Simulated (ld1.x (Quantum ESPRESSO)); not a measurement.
Varying the TM semilocal potential for Cr (Z = 24)

Base potential:

| Quantity | Value |
| --- | --- |
| Element | Cr |
| Generator | ld1.x (Quantum ESPRESSO) 7.5 |
| Type | norm-conserving Troullier–Martins (semilocal form) |
| Functional | PBE |
| Relativity | scalar-relativistic |
| Frozen core | [Ar] |
| Valence charge | 6 |
| Reference configuration | 3d5 4s1 4p0 |
| Partial waves | 4p (bound, empty): rc 3.85 bohr; 3d (bound): rc 1.05 bohr; 4s (bound): rc 2.00 bohr |
| Local potential | the s channel |
| Core correction | none |

Cutoffs, loose and tight: the cutoffs (Ry, on a coarse ladder) from which the occupation-weighted sum of valence levels, in a spherical-Bessel basis at the reference potential, stays within 10 and 1 mRy of its value at 400 Ry. They do not see the model core or the augmentation charge, which bear on the density cutoff. Test errors are all-electron minus pseudo excitation energies from the reference, over the configurations 3d5 4s0 4p0; 3d4 4s0 4p0; 3d3 4s0 4p0; 3d4 4s2 4p0; 3d5 4s0 4p1; 3d4 4s1 4p0; 3d6 4s0 4p0. A dash means not determined; rows that change the core or the reference have their own tests.

A semilocal file is local in each channel, so a ghost entry of none says nothing of the separable form that plane-wave codes build from it.

```csv
change,outcome,"cutoff, loose","cutoff, tight",bound ghosts,largest test error (meV)
base,generated,160 Ry,180 Ry,none,-109
core correction a·sin(br)/r model core inside 0.48 bohr,generated,160 Ry,180 Ry,none,-806
core correction a·sin(br)/r model core inside 0.66 bohr,generated,160 Ry,180 Ry,none,-807
core correction a·sin(br)/r model core inside 0.86 bohr,generated,160 Ry,180 Ry,none,-806
core correction a·sin(br)/r model core inside 1.04 bohr,generated,160 Ry,180 Ry,none,-803
core correction a·sin(br)/r model core inside 1.18 bohr,generated,160 Ry,180 Ry,none,-795
```
